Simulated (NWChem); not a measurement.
Molecule: C$_{5}$H$_{7}$O, doublet; SMILES C[C]=CC(C)=O

```xyz
13

C     -0.0029    -2.8579    -0.0033
C     -0.1832    -1.4103    -0.0016
C      0.4882    -0.2625    -0.0032
C     -0.1663     1.0912    -0.0001
C      0.7939     2.2707     0.0028
O     -1.3800     1.2395     0.0004
H     -0.4785    -3.3213     0.8880
H     -0.4808    -3.3193    -0.8943
H      1.0762    -3.1479    -0.0049
H      1.6022    -0.2807    -0.0065
H      1.4578     2.2320    -0.8865
H      1.4552     2.2294     0.8940
H      0.2234     3.2165     0.0035
```
Atoms are numbered in this order, from 1.

Computed with NWChem. Spin-unrestricted. Coordinates come from a PBE-D3(BJ)/def2-SVP, spin-unrestricted optimisation. No stability test was run on the SCF state. Level: B3LYP/def2-SVP with SMD (1 M gas to 1 M solution), gas-phase geometry. Reactions with the solvent are ignored.

For solvent 2-propanol:

| Quantity | Result |
|---|---|
| cavity-dispersion-structure term (kcal/mol) | 0.5 |
| dipole in solution (D) | 4.86 |

Question: Estimate the same quantities for solvent chloroform.

Answer: The cavity-dispersion-structure term (kcal/mol) comes out as -1.7. The dipole in solution (D) comes out as 4.41.
